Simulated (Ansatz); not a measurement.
`BB(C)O`. Charge 0, multiplicity 1.

Z-matrix (Å, degrees):
```
C
B 1 1.575
H 1 1.093 2 113.8
H 1 1.094 2 111.5 3 123.7
H 1 1.097 2 108.5 3 -118.0
O 2 1.367 1 115.8 3 -144.8
B 2 1.681 1 118.7 3 36.1
H 6 0.959 2 114.4 1 -178.3
H 7 1.201 2 121.9 1 -90.6
H 7 1.200 2 122.5 1 85.1
```

Q: List the harmonic frequencies (cm⁻¹, unscaled) at PBE0-D4/def2-TZVP in Ansatz. (An estimate is asked.)

A: The calculation gave: 58, 185, 249, 327, 369, 554, 676, 698, 816, 899, 946, 977, 1153, 1215, 1311, 1346, 1446, 1458, 2562, 2628, 3030, 3098, 3124, 3886.

Q: Is this a minimum?

A: Yes, all 24 modes are real.

Q: Give the ideal-gas thermochemistry at 298.15 K and 1 bar (rigid rotor, harmonic oscillator; point group C1, symmetry number 1).

A: Zero-point energy 197.5 kJ/mol; H(298) − E = 216.1 kJ/mol; entropy 315.3 J/(mol·K), of which translation 159.0, rotation 102.8, vibration 53.5; G(298) − E = 122.1 kJ/mol. Modes under 100 cm⁻¹ are hindered rotations or soft bends, so the harmonic entropy is rough.

Q: And at 400, 500, 600, 800 and 1000 K?

A: 
```csv
T (K),H − E (kJ/mol),S (J/mol/K),G − E (kJ/mol)
400,226.7,345.6,88.4
500,238.8,372.6,52.5
600,252.4,397.3,14.0
800,282.8,441.0,-70.0
1000,316.7,478.8,-162.1
```
